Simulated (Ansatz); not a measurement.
```yaml
crystal:
  periodic: [false, false, false]
  atoms:
    - {symbol: Cl, position_ang: [-2.985412, 1.698788, 0.528778]}
    - {symbol: Al, position_ang: [-1.282516, 0.561351, 0.128025]}
    - {symbol: C, position_ang: [0.635409, 0.579540, 0.359562]}
    - {symbol: Si, position_ang: [0.198819, -1.094157, -0.521666]}
    - {symbol: H, position_ang: [1.273790, 0.578709, 1.241856]}
    - {symbol: H, position_ang: [1.049033, 1.283907, -0.376822]}
    - {symbol: H, position_ang: [0.870457, -1.407393, -1.812723]}
    - {symbol: H, position_ang: [0.332520, -2.257844, 0.397190]}
basis:
  gaussian: {orbitals: "6-31++G**"}
total_charge: -1
magnetization: {spin_polarized: true, initial_magnetization: 1}
hamiltonian: {xc: {name: SVWN5}, pseudopotentials: {relativity: scalar}}
scf: {lower_state_search: light}
output: {forces: true}
```

```sh
$ ansatz run in.yaml --threads 2 --pin off --events-out ev --progress --plain --max-ram 4352MiB
```

Shortened log:

```
Functional definition: SVWN5
1138 factors; their error is unknown
mean field evaluation 1: about -28036.6815 eV, gradient 4.4e1 eV
mean field evaluation 2: about -27954.8974 eV, gradient 9.8e1 eV
mean field evaluation 4: about -28046.6140 eV, gradient 1.3e1 eV
mean field evaluation 8: about -28048.0591 eV, gradient 1.8e0 eV
mean field evaluation 16: about -28048.0217 eV, gradient 2.2e0 eV
mean field evaluation 32: about -28046.7733 eV, gradient 3.7e0 eV
mean field evaluation 64: about -28047.8895 eV, gradient 2.5e0 eV
mean field -28048.02739360 eV, -1030.7459950790 hartree, gradient 1.1e-6 eV, S^2 0.750877; 7 other end points of the search recorded, 0 dependent functions left out
reference -28048.02743576 eV, -1030.7459966285 hartree; 28, 27 occupied and 84, 85 virtual orbitals, 1138 factors
Total energy: -28048.02743576 eV, -1030.7459966285 hartree
Relativity: scalar
Atom 0 at    -2.985412     1.698788     0.528778 Å, force    -1.258862     0.945529     0.422878 eV/Å
Atom 1 at    -1.282516     0.561351     0.128025 Å, force     0.058641    -0.128657    -0.249411 eV/Å
Atom 2 at     0.635409     0.579540     0.359562 Å, force     0.097901    -0.429853    -0.092086 eV/Å
Atom 3 at     0.198819    -1.094157    -0.521666 Å, force     0.164582    -0.275014    -0.177779 eV/Å
Atom 4 at     1.273790     0.578709     1.241856 Å, force     0.288246    -0.044762     0.426019 eV/Å
Atom 5 at     1.049033     1.283907    -0.376822 Å, force     0.087728     0.288772    -0.317664 eV/Å
Atom 6 at     0.870457    -1.407393    -1.812723 Å, force     0.377366    -0.072304    -0.304339 eV/Å
Atom 7 at     0.332520    -2.257844     0.397190 Å, force     0.184398    -0.283712     0.292381 eV/Å
Dipole moment:    -0.229503     0.102579     0.091388 e Å
```

Run time 8.5 s (2 threads of an Arm Neoverse V1 on a shared host); peak host memory 0.4 GiB.
